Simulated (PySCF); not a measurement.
**How methods differ on the excitation energy of Zr**

Zr [Kr] 4d2 5s2 (3F) → Zr [Kr] 4d1 5s2 6s1 (3D), as a difference of total energies. Computed with PySCF 2.14 in aug-cc-pVTZ-PP with one added diffuse shell each of s, p, d, f, g type with ECP28MDF (7s7p6d4f3g, 113 functions), with scalar relativity through the core potential. The calculations carry no spin-orbit coupling.

| method | excitation energy (eV) |
| --- | --- |
| LDA | 5.810 |
| PBE | 5.797 |
| r2SCAN | 6.093 |
| BP86 | 5.846 |
| wB97X | 5.711 |

The promoted electron is Rydberg-like, and one or two diffuse shells describe it only roughly, which tends to raise the upper state.
